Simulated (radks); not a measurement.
Ionisation of the ytterbium ion Yb+, [Xe] 4f14 6s1, to [Xe] 4f14 as the strength of local exchange is varied. Method: scalar-relativistic Kohn-Sham, Slater X-alpha exchange (alpha = 2/3 is LDA exchange), no correlation, spin-unpolarised, spherical densities, point nucleus; computed with a radial shooting solver on a logarithmic mesh with Libxc functionals.

alpha = 0.58: E(Yb+) (hartree) -14007.7233; exchange (hartree) -240.0984; IE (eV) 11.130; -e of the level emptied (eV) 8.207 (6s); <r> of it (bohr) 3.636
alpha = 0.61: E(Yb+) (hartree) -14020.2035; exchange (hartree) -252.7737; IE (eV) 11.276; -e of the level emptied (eV) 8.354 (6s); <r> of it (bohr) 3.614
alpha = 0.655: E(Yb+) (hartree) -14038.9474; exchange (hartree) -271.8328; IE (eV) 11.499; -e of the level emptied (eV) 8.581 (6s); <r> of it (bohr) 3.580
alpha = 0.667: E(Yb+) (hartree) -14043.9505; exchange (hartree) -276.9246; IE (eV) 11.559; -e of the level emptied (eV) 8.642 (6s); <r> of it (bohr) 3.571
alpha = 0.814: E(Yb+) (hartree) -14105.4024; exchange (hartree) -339.6160; IE (eV) 12.321; -e of the level emptied (eV) 9.424 (6s); <r> of it (bohr) 3.462
alpha = 0.819: E(Yb+) (hartree) -14107.4979; exchange (hartree) -341.7587; IE (eV) 12.347; -e of the level emptied (eV) 9.452 (6s); <r> of it (bohr) 3.458
alpha = 1.042: E(Yb+) (hartree) -14201.3082; exchange (hartree) -438.0067; IE (eV) 13.579; -e of the level emptied (eV) 10.733 (6s); <r> of it (bohr) 3.303

NIST Atomic Spectra Database: 12.179 eV (measured). The Delta-SCF value meets it near alpha = 0.79. Spin polarisation and multiplet splitting are left out, so open shells lie too high by an amount that depends on their filling.

Beside tabulated values, note that spin-unpolarised runs miss the spin-polarisation part of the exchange energy of open shells.
